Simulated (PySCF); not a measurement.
Computed structure and properties of Pb(CH3)H

System: Pb(CH3)H (singlet); start: template (Cs). Method: PySCF 2.14.0, RKS BP86, Pb def2-SVP with ECP60, C def2-SVP, H def2-SVP; non-relativistic Hamiltonian with scalar-relativistic core potentials where named; density fitting; no spin-orbit coupling.

Input of the relaxation:

```python
mol = gto.M(atom='''
Pb    -0.14386     0.00000    -0.07236
C      2.06734     0.00000     0.91724
H      2.81874     0.00000     0.12754
H      2.18904     0.89000     1.53464
H      2.18904    -0.89000     1.53464
H     -2.12456     0.00000     0.81404''',
    basis={'Pb': 'def2-SVP', 'C': 'def2-SVP', 'H': 'def2-SVP'},
    ecp={'Pb': 'def2-SVP'},
    charge=0, spin=0)
mf = dft.RKS(mol, xc='B88,P86')
mf.grids.atom_grid = (50, 194)
mf = mf.density_fit()  # fitting sets: Pb def2-universal-JKFIT, C def2-universal-JKFIT, H def2-universal-JKFIT
mf.conv_tol = 1e-08; mf.max_cycle = 55
mf.kernel(dm0)  # dm0: converged density of the start geometry
# quasi-Newton relaxation in Cartesian coordinates to a largest gradient under 0.00045 Eh/bohr, steps kept in the point group
```

Run from Python with OMP_NUM_THREADS=2; the lines above give its settings. Where DIIS fails, smearing, a level shift and second-order steps follow.
It took 12 s on 2 threads of Arm Neoverse V1, on a shared host, from the converged density of the start.

Course of the relaxation:

```csv
step,energy above end (eV),largest force component within the symmetry (eV/Å)
0,0.9215,1.320
1,0.5254,1.284
2,0.2306,0.842
3,0.0870,0.282
4,0.0290,0.267
5,0.0044,0.226
6,0.0007,0.106
7,0.0001,0.029
8,0.0000,0.015
9,0.0000,0.003
```

Relaxed geometry (Cs):

```xyz
6

Pb   -0.1111    0.0000   -0.4130
C     1.8424    0.0000    0.8625
H     2.7477    0.0000    0.2241
H     1.8454    0.8960    1.5191
H     1.8454   -0.8960    1.5191
H    -1.1739    0.0000    1.1439
```

| contact | Å |
| --- | --- |
| Pb1–C2 (CH3) | 2.333 |
| Pb1–H6 (H) | 1.885 |

On the finer grid (75, 302):

```
HOMO                                                          : -5.40 eV
LUMO                                                          : -3.39 eV
Dipole about the centre of mass                               : 1.05 D
Set of Mulliken populations of Pb1 outside the core potential : s 3.92, p 7.68, d 10.05
D3(BJ) dispersion energy (not in the energies)                : -0.161 eV
```

```
atom  Mulliken (e)  Löwdin (e)  spin (e)
 Pb1          0.34        0.33      0.00
  C2         -0.37       -0.29      0.00
  H3          0.06        0.02      0.00
  H4          0.06        0.03      0.00
  H5          0.06        0.03      0.00
  H6         -0.16       -0.13      0.00
```

On the grid (50, 194), as all that follows. Harmonic modes: a minimum; lowest 111 cm⁻¹ (negative: unstable), highest 3083 cm⁻¹, zero-point energy 1.034 eV.

Taking off one CH3 (charge -1, singlet; the rest: singlet) in vacuum, both parts rigid, costs 10.20 eV; the small basis without counterpoise inflates it. Most of it is the attraction of opposite charges; other ways to part are cheaper, and one spin state was tried for the rest.

Rigid scan of CH3 along the line from its metal:

(distance to C2 (Å), energy (eV)): (2.03, 0.604), (2.13, 0.233), (2.23, 0.051), (2.33, 0.000), (2.43, 0.039), (2.53, 0.138), (2.73, 0.439), (3.03, 0.983), (3.43, 1.661), (3.93, 2.311)

Taking off one H (charge -1, singlet; the rest: singlet) in vacuum, both parts rigid, costs 9.58 eV; the small basis without counterpoise inflates it. Most of it is the attraction of opposite charges; other ways to part are cheaper, and one spin state was tried for the rest.

Rigid scan of H along the line from its metal:

(distance to H6 (Å), energy (eV)): (1.59, 0.573), (1.69, 0.221), (1.79, 0.048), (1.89, 0.000), (1.99, 0.038), (2.09, 0.135), (2.29, 0.431), (2.59, 0.972), (2.99, 1.666), (3.49, 2.346)

One start shape was tried, so this needn't be the lowest isomer.
